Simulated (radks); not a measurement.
Results of a calculation; reference values are marked as such.
Ionisation of Al, [Ne] 3s2 3p1, to Al+, [Ne] 3s2, under several functionals. Dirac Kohn-Sham, spin-unpolarised, spherical densities, finite nucleus; open shells fill j = l - 1/2 first; a radial shooting solver on a logarithmic mesh with Libxc functionals.

| functional | E(Al) (hartree) | Exc (hartree) | IE (eV) | -e(HOMO) (eV) | <r> HOMO (bohr) | IE error (eV) |
|---|---|---|---|---|---|---|
| XLYP | -242.93489 | -18.69008 | 5.668 | 2.599 | 3.504 | -0.317 |
| HCTH/407 | -242.83355 | -18.60808 | 5.893 | 2.857 | 3.525 | -0.093 |
| OLYP | -242.82291 | -18.59328 | 5.633 | 2.573 | 3.509 | -0.353 |
| PW91 | -242.80340 | -18.55755 | 5.814 | 2.749 | 3.449 | -0.172 |
| BLYP | -242.83610 | -18.58821 | 5.638 | 2.570 | 3.486 | -0.348 |
| LDA (Slater exchange, Perdew-Zunger correlation) | -241.76435 | -17.47675 | 5.858 | 2.795 | 3.433 | -0.128 |
| PBE | -242.68517 | -18.43372 | 5.772 | 2.718 | 3.443 | -0.214 |
| B86b exchange with PBE correlation | -242.80383 | -18.55732 | 5.787 | 2.728 | 3.431 | -0.199 |
| AM05 | -241.87344 | -17.59121 | 5.723 | 2.673 | 3.433 | -0.262 |
| LDA (Slater exchange, VWN5 correlation) | -241.77091 | -17.48340 | 5.851 | 2.789 | 3.435 | -0.134 |

NIST Atomic Spectra Database: 5.986 eV (measured). Closest: HCTH/407. The Delta-SCF values span 0.26 eV, the total energies 1.17 hartree. The highest occupied level is 3p1/2. Spin polarisation and multiplet splitting are left out, so open shells lie too high by an amount that depends on their filling.

Beside tabulated values, note that spin-unpolarised runs miss the spin-polarisation part of the exchange energy of open shells.
